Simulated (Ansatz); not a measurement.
ScO2, SMILES [O]=[Sc]=[O] (connectivity only; charge and spin as stated), neutral, multiplicity 2. Atoms are numbered in the order given.

```xyz
3

Sc     0.0000     0.0000     0.2642
O      0.0000     1.6252    -0.4004
O      0.0000    -1.6252    -0.4004
```
Charge 0, spin multiplicity 2.

Coordinates come from a PBE0-D3(BJ)/def2-TZVP optimisation.

Two levels are set side by side: PBE-D3(BJ)/def2-TZVP (Ansatz, a first-principles code) and PBE0-D3(BJ)/def2-TZVP (Ansatz). Each level has its own optimised geometry; the coordinates shown are those of the second. Differences are taken from unrounded values.

```json
[
 {"quantity": "mean bond length (Å)", "PBE0-D3(BJ)": "1.756"},
 {"quantity": "bond Sc1–O2 (Å)", "PBE0-D3(BJ)": "1.756"},
 {"quantity": "bond Sc1–O3 (Å)", "PBE0-D3(BJ)": "1.756"}
]
```

Task: What does PBE-D3(BJ) give, and how far is it from PBE0-D3(BJ)? (The exact figures need the calculation; the answer reports its results.)

Result: 
```
quantity              PBE-D3(BJ)  PBE-D3(BJ) minus PBE0-D3(BJ)
--------------------  ----------  ----------------------------
mean bond length (Å)       1.773                         0.017
bond Sc1–O2 (Å)            1.773                         0.017
bond Sc1–O3 (Å)            1.773                         0.017
```

GGA bonds tend to be longer and softer than those of functionals with exact exchange. Differences between two approximate levels are no errors against the true value.
